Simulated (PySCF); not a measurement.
**Unknown compound**

Molecular formula: C₆H₁₅B. Simulated spectra:

1H NMR (600 MHz, computed): δ 1.15 (q, 6H), 0.92 (t, 9H).

13C{1H} NMR (computed): δ 20.3 (CH2, 3C), 9.8 (CH3, 3C).

How the numbers were obtained: shieldings: GIAO B97-2/pcSseg-1, geometry: PBE0-D3(BJ)/def2-SVP, in PySCF (relativity neglected, no solvent model, one averaged value for each set of equivalent atoms, one computed conformer).

Scale: 1H (σref 31.38), 13C (σref 183.69) against TMS (reference shieldings calculated alike).

**Question.** Deduce the structure.

**Answer.** 
- 2 carbon signals for 6 carbons: some carbons are equivalent by symmetry or fast rotation.
- Carbon types of the structure: 3 × CH2, 3 × CH3, which accounts for all hydrogens.
- δC 20.3: sp3 CH2 bonded to B.
- δC 9.8: methyl carbon; a saturated carbon with 1 carbon neighbour and no heteroatom attached.
- δH 1.15: hydrogen on an sp3 CH2 bonded to B.
- δH 0.92: hydrogen on a methyl carbon.

Structure: triethylborane.

This is the structure that produced the data.

A carbon bonded to boron is broadened by the quadrupolar boron nucleus and is often missing from a measured spectrum. Shifts are as computed. Against solution values, carbons near 30 ppm lie about +1 ppm off and those near 130 ppm about +2 ppm. Of 1211 compounds with measured shifts, 218 miss one by over three times the rms of a fit or turn the order of signals round; such compounds aren't used in these exercises. No couplings were computed; multiplicities are counted from neighbouring protons, with m where these are inequivalent, close in shift, in a saturated or five-membered ring or joined by F or P, and br s for small geminal =CH2 splittings.
